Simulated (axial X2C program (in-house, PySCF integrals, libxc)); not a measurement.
**Worked dissociation energy of SbSe⁺: CCSD(T), spin-free**

All values were computed with an in-house relativistic program for diatomic molecules. Spin-free means the one-electron spin-free X2C Hamiltonian. Basis: Sb dyall-cv3z [11s12p8d4f1g], Se dyall-cv3z [8s9p6d4f1g] (cores contracted in-house); Gaussian nuclei, density fitting, unrestricted open shells. Masses: Sb 120.904 u, Se 79.917 u.

Molecular state: M_S = 0, Λ = 0 (closed shell).

Correlated methods: 10 electrons correlated (number of frozen shells: Sb 4 s, 3 p, 2 d; Se 3 s, 2 p, 1 d), 274 virtual spin orbitals or spinors in MP2, 88 natural virtuals in coupled cluster.

```
E(Sb+) (2M_S = 2, M_L = 0) : -6477.787748 hartree
E(Se) (2M_S = 2, M_L = 0)  : -2428.272833 hartree
E(SbSe⁺) at Re             : -8906.227621 hartree
ωe                         : 353.5 cm⁻¹
ωexe                       : 0.77 cm⁻¹
```

(1) Work out De and D0.

The state is a single determinant with fixed occupations, the lowest that a limited PBE0 search found. Closed shells are restricted here (equal orbitals for both partners); the stretched side of such a curve lies too high. De is counted from the lowest determinant-based energies of the atoms at the same level, without counterpoise correction. CCSD and (T) use frozen natural virtuals with an MP2 correction for the truncation; (T) itself is uncorrected, so its De runs slightly low. The T1 diagnostic is large, a sign of multireference character. With the outer-core shells frozen, correlated bond lengths of heavy atoms tend to come out a few hundredths of an ångström too long. Spin-free De lacks the spin–orbit lowering of the heavy p-block atom, a tenth of an eV or more for 4p and 5p, up to an eV for 6p and one to two eV for 7p atoms, less what an open-shell molecule gains itself.

Each atomic determinant is the lowest at this level and need not be a pure term. Totals compare only within one Hamiltonian and basis.

Results:

(1) De = -6477.787748 + (-2428.272833) − (-8906.227621) = 0.16704 hartree = 4.545 eV. The zero-point energy is ωe/2 − ωexe/4 = 177 cm⁻¹ = 0.022 eV, so D0 = 4.523 eV.
